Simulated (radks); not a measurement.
Results of a calculation; reference values are marked as such.
Problem. The germanium ion Ge3+, 29 electrons, occupied as [Ar] 3d10 4s1 (the NIST ground configuration). Code: a radial shooting solver on a logarithmic mesh with Libxc functionals. Model: Dirac Kohn-Sham, PBE, spin-unpolarised, spherical densities, finite nucleus; Fermi nuclear charge, rms radius 4.0742 fm. Some entries of the table are withheld. Estimate them.

orbital,occ.,eigenvalue (eV),<r^2> (bohr^2),<1/r> (bohr^-1)
1s1/2,2,-10992.39,0.002973,32.38
2s1/2,2,-1405.270,(1),7.150
2p1/2,2,-1253.770,0.04034,7.111
2p3/2,4,-1221.889,0.04183,6.917
3s1/2,2,(2),0.4491,2.292
3p1/2,2,-152.4641,0.4809,(3)
3p3/2,4,-148.1855,0.4969,(4)
3d3/2,4,-63.4412,0.6607,(5)
3d5/2,6,-62.8488,0.6695,(6)
4s1/2,1,-40.4504,3.871,(7)
4p1/2,0,-30.3226,5.181,0.6093
4p3/2,0,-29.9404,5.303,0.6011

Solution. 
(1) 2s1/2 <r^2> (bohr^2): 0.05197
(2) 3s1/2 eigenvalue (eV): -202.4402
(3) 3p1/2 <1/r> (bohr^-1): 2.165
(4) 3p3/2 <1/r> (bohr^-1): 2.119
(5) 3d3/2 <1/r> (bohr^-1): 1.802
(6) 3d5/2 <1/r> (bohr^-1): 1.790
(7) 4s1/2 <1/r> (bohr^-1): 0.7122
